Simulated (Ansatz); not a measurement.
Total energies of `[Cl][Sn]([Cl])([Cl])[c]1ccccc1`.

Z-matrix (Å, degrees):
```
Sn
Cl 1 2.310
Cl 1 2.309 2 105.9
Cl 1 2.310 2 108.7 3 113.4
C 1 2.104 2 111.0 3 -124.3
C 5 1.390 1 119.7 2 29.8
C 5 1.390 1 119.7 2 -150.4
C 6 1.387 5 119.5 1 179.5
H 6 1.085 5 120.8 1 -1.0
C 7 1.387 5 119.5 1 -179.5
H 7 1.085 5 120.8 1 1.0
C 8 1.387 6 120.1 5 0.1
H 8 1.084 6 119.7 5 179.9
H 10 1.084 7 119.7 5 -179.9
H 12 1.084 8 119.9 6 179.9
```

The species carries charge 0 and has multiplicity 1. Correlated methods include outer-core shells of Sn, which these sets cover unevenly. Sn: def2 effective core potential. Geometry: relaxed with PBE0-D4/def2-TZVP. It is one conformer, not always the lowest. Basis def2-TZVPP, Ansatz 0.2.0.

RPA on PBE orbitals: Hartree–Fock energy of these orbitals -1822.13528 Eh, correlation -2.82398 Eh (frozen core).

| functional | kind | energy without D4 (Eh) | D4 term (kJ/mol) |
| --- | --- | --- | --- |
| PBE | GGA | -1825.95025 | -60.1 |
| r2SCAN | meta-GGA | -1826.67984 | -15.9 |

Q: Give the same for LDA (SPW92), revPBE, BLYP, B97M-V, PBE0, B3LYP, r2SCANh, r2SCAN0, HSE06 (plane-wave form), BHLYP, CAM-B3LYP, LC-ωPBE, ωB97X-V, ωB97M-V, B2PLYP, PBE-QIDH. (Estimate.)

A: Ansatz gave: 
```csv
functional,kind,energy without D4 (Eh),D4 term (kJ/mol)
LDA (SPW92),LDA,-1819.89863,–
revPBE,GGA,-1826.54052,-158.5
BLYP,GGA,-1826.65204,-126.7
B97M-V,meta-GGA with VV10,-1826.48724,–
PBE0,"global hybrid, 25 % exact exchange",-1826.09407,-52.3
B3LYP,"global hybrid, 20 %",-1826.93463,-96.8
r2SCANh,"meta-GGA hybrid, 10 %",-1826.65319,-17.2
r2SCAN0,"meta-GGA hybrid, 25 %",-1826.61548,-19.0
HSE06 (plane-wave form),screened hybrid,-1826.05672,-49.4
BHLYP,"global hybrid, 50 %",-1826.60663,-80.9
CAM-B3LYP,range-separated hybrid,-1826.70882,-54.4
LC-ωPBE,long-range corrected hybrid,-1826.29570,–
ωB97X-V,range-separated hybrid GGA with VV10,-1826.53332,–
ωB97M-V,range-separated hybrid meta-GGA with VV10,-1826.62100,–
B2PLYP,double hybrid,-1826.01999,–
PBE-QIDH,double hybrid,-1825.61345,–
```

B3LYP takes the VWN-RPA correlation (the form of Gaussian; ORCA's B3LYP/G). HSE06 is the plane-wave form, built on full-range PBE exchange. The double hybrids freeze the cores in their second-order part.

LC-ωPBE has ω = 0.4 bohr⁻¹.
